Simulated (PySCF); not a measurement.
Vertical excitations of a molecule C3H5ClOSi from PySCF with TDA-ωB97X/def2-SVPD, as energy in eV (oscillator strength): 6.50 (0.000), 6.77 (0.011), 6.82 (0.001), 7.73 (0.016), 7.87 (0.011), 8.03 (0.038), 8.11 (0.023), 8.67 (0.025), 8.78 (0.002), 8.87 (0.046). Lowest triplet (TDA): 5.40 eV. Geometry: B3LYP-D3(BJ)/def2-SVP. One conformer was computed; it need not be the lowest.

Task: Which structure fits?
(A) Cl[Si@@H]1CC=CO1
(B) ClC1=C[SiH2]CO1
(C) C#CC[Si@@H](O)Cl
(D) C=C[Si@@H](Cl)C=O

Result: C, C#CC[Si@@H](O)Cl
